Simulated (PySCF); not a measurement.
A calculated (UHF, PySCF 2.14, x2c-SVPall, scalar relativity by spin-free X2C-1e) atom or ion has these occupied shells.

```json
{"shell": "1s", "electrons": "2", "orbital energy (eV)": "-25652.2", "rms radius, mean of both spins (bohr)": "0.0357"}
{"shell": "2s", "electrons": "2", "orbital energy (eV)": "-3869.8", "rms radius, mean of both spins (bohr)": "0.146"}
{"shell": "2p", "electrons": "6", "orbital energy (eV)": "-3467.9", "rms radius, mean of both spins (bohr)": "0.130"}
{"shell": "3s", "electrons": "2", "orbital energy (eV)": "-753.00", "rms radius, mean of both spins (bohr)": "0.392"}
{"shell": "3p", "electrons": "6", "orbital energy (eV)": "-617.11", "rms radius, mean of both spins (bohr)": "0.395"}
{"shell": "3d", "electrons": "10", "orbital energy (eV)": "-402.62", "rms radius, mean of both spins (bohr)": "0.376"}
{"shell": "4s", "electrons": "2", "orbital energy (eV)": "-124.27", "rms radius, mean of both spins (bohr)": "0.981"}
{"shell": "4p", "electrons": "6", "orbital energy (eV)": "-82.763", "rms radius, mean of both spins (bohr)": "1.08"}
{"shell": "4d", "electrons": "10", "orbital energy (eV)": "-22.079", "rms radius, mean of both spins (bohr)": "1.51"}
```

Question: Name the element and its charge.

Answer: Ag⁺ (silver, charge +1), in [Kr] 4d10, closed-shell 1S.
